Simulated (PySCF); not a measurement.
CCl, SMILES [C]Cl (connectivity only; charge and spin as stated), neutral, multiplicity 2. Atoms are numbered in the order given.

```xyz
2

C      0.0000     0.0000    -1.2214
Cl     0.0000     0.0000     0.4311
```
Charge 0, spin multiplicity 2.

Geometry optimised at r2SCAN-D4/def2-TZVPD.

Computed with PBE/def2-TZVPD (PySCF).

Mulliken values depend strongly on the basis, most of all with diffuse functions as here. ESP charges are fitted to the potential on shells at 1.4 to 2.0 van der Waals radii. Atomic charges (e):

```json
[
 {"atom": "C1", "meta-Löwdin": "…", "Mulliken": "-0.04", "ESP fit": "-0.19", "Mulliken spin": "0.88"},
 {"atom": "Cl2", "meta-Löwdin": "…", "Mulliken": "0.04", "ESP fit": "0.19", "Mulliken spin": "0.12"}
]
```

Task: Some entries are withheld; supply them. (The exact figures need the calculation; the answer reports its results.)

Result: 
- C1, meta-Löwdin: -0.22
- Cl2, meta-Löwdin: 0.22
